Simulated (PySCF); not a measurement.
**How methods differ on the excitation energy of Os**

Os [Xe] 4f14 5d6 6s2 (5D) → Os [Xe] 4f14 5d8 (3F), as a difference of total energies. All numbers are calculated (PySCF 2.14, the spin-free X2C one-electron Hamiltonian (Gaussian nucleus), in x2c-TZVPPall with one added diffuse shell each of s, p, d, f type (12s8p8d4f1g, 113 functions)). Correlated levels: valence: [Xe] 4f14 frozen. The calculations carry no spin-orbit coupling.

| method | excitation energy (eV) |
| --- | --- |
| UHF | 4.044 |
| MP2 (valence) | 3.104 |
| SCS-MP2 (valence) | 2.832 |
| CCSD (valence) | 3.303 |
| CCSD(T) (valence) | 3.065 |

Question: How much does correlation contribute at CCSD(T) (valence)?

Answer: 3.065 − (4.044) = -0.979 eV, measured against UHF.

A first-order spin-orbit estimate (lowest level to lowest level, LS coupling) adds -0.131 eV.
